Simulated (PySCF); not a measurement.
## Electric field gradients and quadrupole coupling constants

C6H9OP.
Geometry (GFN2-xTB, Å), atoms numbered from 1 in this order:
```xyz
17
C6H9OP angstrom
O      3.4142   -0.4133    0.8472
C      2.8204    0.0766   -0.0250
P      2.1559    0.8155   -1.3294
C      0.3455    0.5066   -0.8891
C     -0.1337    1.1819    0.4109
C     -1.1215    0.1885    1.0487
C     -1.3749   -0.8776   -0.0200
C     -0.0376   -0.9679   -0.7460
H     -0.2044    0.9271   -1.7389
H     -0.6100    2.1364    0.1885
H      0.6985    1.3808    1.0864
H     -2.0428    0.6752    1.3648
H     -0.6685   -0.2751    1.9256
H     -1.6827   -1.8292    0.4099
H     -2.1496   -0.5431   -0.7118
H     -0.1024   -1.4739   -1.7083
H      0.6867   -1.4965   -0.1234
```

Field gradients from the PBE0/pcSseg-1 density (PySCF, non-relativistic), principal values in atomic units, ordered |Vxx| ≤ |Vyy| ≤ |Vzz|:

| atom | Vxx | Vyy | Vzz |
| --- | --- | --- | --- |
| O1 | 0.1320 | 0.6570 | -0.7889 |

Find the asymmetry η = (Vxx − Vyy)/Vzz and the couplings χ = eQV/h (234.96 MHz × Q in barn × V in au), with Q(17O) = −0.0256 b.

| atom | environment | nucleus | η | χzz (MHz) | χxx (MHz) | χyy (MHz) |
| --- | --- | --- | --- | --- | --- | --- |
| O1 | oxygen bonded to C | 17O | 0.67 | 4.745 | -0.794 | -3.952 |

The tensor is traceless: Vxx + Vyy + Vzz = 0.

What is Vzz at O1 in SI units (1 au = 9.71736 × 10²¹ V/m²)?

-0.7889 au = -7.666 × 10²¹ V/m².

And the gradient at the other heavy atoms, for which no coupling is worked out here?

```
atom                               environment  Vzz (au)     η
  C2  central carbon of cumulated double bonds    -0.540  0.75
  P3                  phosphorus bonded to 2 C     1.161  0.47
  C4            sp3 carbon bound to phosphorus     0.189  0.28
  C5                           ring CH2 carbon     0.106  0.63
  C6                           ring CH2 carbon     0.073  0.79
  C7                           ring CH2 carbon     0.054  0.80
  C8                           ring CH2 carbon     0.083  0.52
```

What couplings would deuterons (Q(2H) = 0.00286 b) have in place of the hydrogens, at this geometry?

```csv
atom,bonded to,bond length (Å),Vzz (au),η,χzz (kHz)
H9,C4,1.096,0.2939,0.03,198
H10,C5,1.090,0.3091,0.02,208
H11,C5,1.090,0.3046,0.03,205
H12,C6,1.089,0.3118,0.01,210
H13,C6,1.091,0.3061,0.01,206
H14,C7,1.089,0.3127,0.00,210
H15,C7,1.091,0.3057,0.01,205
H16,C8,1.089,0.3109,0.01,209
H17,C8,1.092,0.3028,0.03,204
```

Geometry: GFN2-xTB, one conformer, isolated molecule. GFN2-xTB frequencies show an imaginary mode (23i cm⁻¹), so this geometry is no minimum at that level. GFN2-xTB bond lengths can be off by several hundredths of an ångström, more for odd bonds, and the gradients follow them. The basis is small and wasn't made for field gradients, so the couplings can be 20 % off.
